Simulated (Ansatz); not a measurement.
Two members of one family (InAs nanocrystals, H-capped) that differ in charge, which shifts all levels, computed with Ansatz in the gas phase; def2 core potentials for In, no spin–orbit coupling. Levels of anions in sets without diffuse functions are rough. The structures are stationary points that may keep the symmetry of their start.

First: In7As6H20⁻, cut from zinc blende (singlet, charge -1, PBE-D4/def2-SVP geometry).

```xyz
33

In    0.301    0.563   -4.200
In    1.731    1.474    4.404
In    2.514   -0.848   -0.113
In   -0.052    2.498   -0.235
In   -3.610    0.329   -1.772
In   -1.304   -1.452    1.580
In   -0.948   -3.382   -2.389
As    1.530    2.755    2.019
As    1.482    1.013   -1.775
As   -1.702   -0.929   -3.200
As    0.414   -0.773    3.638
As    0.372   -2.490   -0.165
As   -2.016    0.820    0.397
H     1.400   -0.432   -5.134
H    -0.289    2.123   -4.745
H     0.657    2.317    5.502
H     3.404    1.087    4.713
H     3.940   -1.609   -0.784
H     2.516   -0.111    1.495
H    -0.548    4.134   -0.611
H    -3.981    1.888   -2.486
H    -4.835   -0.810   -1.249
H    -2.596   -2.336    2.361
H     0.258   -4.044   -3.474
H    -2.321   -4.299   -1.796
H     2.961    2.841    1.488
H     1.438    4.240    2.396
H     2.636    1.998   -2.012
H    -2.484   -1.270   -4.477
H     1.468   -1.881    3.654
H    -0.296   -1.246    4.916
H     0.819   -3.732    0.618
H    -2.861    1.565    1.436
```

| level | HOMO (eV) | LUMO (eV) | gap (eV) |
| --- | --- | --- | --- |
| PBE-D4/def2-SVP | -3.07 | 0.53 | 3.60 |
| r2SCAN-D4/def2-SVP | -3.30 | 0.73 | 4.03 |
| PBE0-D4/def2-SVP | -4.03 | 1.18 | 5.22 |

Second: In7As7H20, cut from wurtzite (singlet, charge 0, PBE-D4/def2-SVP geometry).

```xyz
34

In   -1.4825   -1.0132   -4.4451
As   -0.9731   -3.0960   -2.7052
As   -0.7984    0.7709   -2.5158
In   -2.5469    0.7304   -0.5066
In   -0.1299   -2.9944   -0.1257
As   -1.8606   -1.3303    1.0221
As   -1.6248    2.7670    1.0598
In   -1.4135   -0.6665    3.6365
In    1.7926    0.6043   -1.9211
As    2.0301   -1.4445   -0.2470
As    2.0802    2.6596   -0.1500
In    0.8187    2.8279    2.2578
In    3.2519   -0.7948    2.1114
As    1.0574    0.3896    3.2034
H    -3.2063   -0.9887   -4.6457
H    -0.2121   -1.0781   -5.6265
H    -2.1859   -4.0270   -2.6902
H    -0.0315   -4.0876   -3.3900
H    -0.9600    2.1611   -3.1358
H    -4.2157    0.9761   -0.9285
H     0.0517   -4.5765    0.5721
H    -3.1620   -2.1367    1.0354
H    -1.7632    4.0589    0.2511
H    -2.6822    3.1070    2.1063
H    -2.4719    0.6886    3.9449
H    -1.2385   -2.1409    4.5374
H     2.9010    0.7669   -3.2508
H     3.0437   -2.3182   -0.9918
H     1.7796    3.9549   -0.9076
H     3.5675    2.9292    0.0652
H     1.1325    4.3209    3.0884
H     3.5750   -2.2686    2.9697
H     4.3486    0.5019    1.7058
H     1.5286    0.7468    4.6162
```

**Question.** Estimate the same table for the second.

**Answer.** 
| level | HOMO (eV) | LUMO (eV) | gap (eV) |
| --- | --- | --- | --- |
| PBE-D4/def2-SVP | -5.89 | -2.27 | 3.62 |
| r2SCAN-D4/def2-SVP | -6.13 | -2.08 | 4.05 |
| PBE0-D4/def2-SVP | -6.83 | -1.56 | 5.26 |
